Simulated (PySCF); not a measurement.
C₆H₁₁N.
Geometry (GFN2-xTB, Å), atoms numbered from 1 in this order:
```xyz
18
C6H11N angstrom
C     -1.613   -1.577    0.592
C     -1.842   -0.270    0.530
C     -0.990    0.735   -0.092
C     -1.363    2.014   -0.106
C      0.323    0.307   -0.692
N      1.309    0.083    0.356
C      2.550   -0.457   -0.149
H     -0.742   -2.042    0.162
H     -2.305   -2.244    1.077
H     -2.748    0.124    0.976
H     -2.294    2.338    0.328
H     -0.750    2.778   -0.551
H      0.710    1.101   -1.338
H      0.169   -0.590   -1.321
H      0.919   -0.538    1.059
H      3.234   -0.615    0.683
H      2.995    0.268   -0.832
H      2.431   -1.409   -0.693
```

The calculation used PySCF, TDDFT wB97X-D/def2-SVPD, vertical, gas phase, core orbitals frozen in the response.

Ground-to-excited transition dipoles (e·a0, same axes as the geometry; the sign carries no meaning), for the states with f of 0.002 or more among the lowest 8:

```
state  E (hartree)      μx      μy      μz
   S1       0.1889   0.006  -0.340   0.089
   S2       0.2176   0.097  -1.941   0.300
   S4       0.2576  -0.004   0.078   0.155
   S5       0.2632   0.048  -0.147   0.056
   S6       0.2669   0.148   0.407   0.149
   S7       0.2713   0.087   0.045  -0.120
   S8       0.2769   0.160  -0.143   0.124
```

(1) Work out the oscillator strengths.

(2) Which bond between heavy atoms lies closest to the direction of the S2 transition dipole?

(3) What angle do the transition dipoles of S1 and S2 make?

(4) How is the summed strength of these states shared among x, y and z?

(5) What peak molar absorption coefficient would the strongest computed level give as a lone Gaussian band 0.4 eV wide at half height?

## Answers

(1) f = (2/3) ΔE |μ|² with ΔE in hartree (27.2114 eV).

```csv
state,|μ|² (au),|μ| (D),f
S1,0.123,0.89,0.016
S2,3.867,5.00,0.561
S4,0.030,0.44,0.005
S5,0.027,0.42,0.005
S6,0.210,1.16,0.037
S7,0.024,0.39,0.004
S8,0.062,0.63,0.011
```

(2) C1–C2, at 9° from it; next C3–C4 at 16°.

(3) |cos θ| = |μa·μb| / (|μa| |μb|) = 0.99, so θ ≈ 6° (taken between 0 and 90°, since the signs are arbitrary).

(4) (2/3) Σ ΔE μα² gives 0.012 for x, 0.599 for y and 0.028 for z, 0.639 in all.

(5) ε(max) = 2.175×10⁸ f / FWHM, with the width in cm⁻¹. S2: 2.175×10⁸ × 0.5609 / 3226 ≈ 38000 L mol⁻¹ cm⁻¹.

One conformer stands for the species.
